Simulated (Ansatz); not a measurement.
Gas-phase electronic energies from Ansatz, PBE0-D4/def2-TZVP geometries. CCSD(T)/CBS is the MP2 limit (def2-TZVPP, def2-QZVPP) plus CCSD(T) − MP2 in def2-TZVPP, frozen cores. Functionals use def2-TZVPP. HSE06 is defined as in plane-wave codes. For Ge outer-core shells are correlated without core-valence functions, which leaves a few kJ/mol of doubt a bond. Scalar relativity is left out up to krypton. One conformer a species, not always the lowest.

Reaction (germylene formation by 1,1-elimination): `[OH][GeH2][GeH2][OH]` → `[OH][GeH3]` + `[OH][GeH]`

`[OH][GeH2][GeH2][OH]`:

Cartesian coordinates in Å:
```
O -1.757 0.339 -1.718
Ge -1.224 -0.177 -0.088
Ge 1.217 -0.240 0.007
O 1.756 -0.392 1.708
H -1.527 1.251 -1.908
H -1.871 -1.557 0.091
H -1.776 0.808 0.970
H 1.817 -1.473 -0.681
H 1.810 1.051 -0.608
H 1.557 0.390 2.228
```

`[OH][GeH3]`:

Cartesian coordinates in Å:
```
O -0.450 -1.069 -0.733
Ge 0.289 0.306 0.127
H -1.344 -1.253 -0.436
H 1.687 0.429 -0.486
H 0.361 0.005 1.636
H -0.543 1.582 -0.108
```

`[OH][GeH]`:

Z-matrix (Å, degrees):
```
O
Ge 1 1.791
H 1 0.961 2 111.5
H 2 1.599 1 92.3 3 180.0
```

```tsv
level	ΔE (kJ/mol)
BHLYP-D4	121.8
ωB97X-V	125.6
PBE-QIDH	139.5
revPBE	97.0
r2SCAN	129.4
HSE06	125.5
SCS-MP2/def2-QZVPP	120.0
CCSD/CBS(def2)	118.0
```

What does CCSD(T)/CBS give? (Estimate.)

Ansatz gave: +120.0 kJ/mol. The listed levels differ from it by 1.8, 5.6, 19.5, -23.0, 9.4, 5.5, 0.0, -2.0 kJ/mol.

What do rigid-rotor, harmonic-oscillator terms from PBE0-D4/def2-TZVP frequencies (298.15 K, 1 bar) make of the CCSD(T)/CBS value? (Estimate.)

The calculation gave: ΔZPE = -6.2 kJ/mol, ΔH = +113.8 kJ/mol, ΔS = 149 J/(mol·K), ΔG = +69.3 kJ/mol. Modes under 50 cm⁻¹ make the entropy rough.

Largest T1 diagnostic among the species: 0.016.

At CCSD(T), def2-SVP lies −12.6 kJ/mol from the extrapolated value and def2-TZVPP +5.9 kJ/mol. In def2-TZVPP, CCSD(T) changes the Hartree–Fock value by +23.2 kJ/mol (the triples alone add +1.9 kJ/mol) and MP2 by +33.1 kJ/mol. Leaving LDA and LC-ωPBE aside and taking each functional with its dispersion term where it has one, the values, not all of them listed here, spread over 45.6 kJ/mol, from BLYP-D4 to PBE-QIDH. LDA lies +34.7 kJ/mol from PBE without D4.
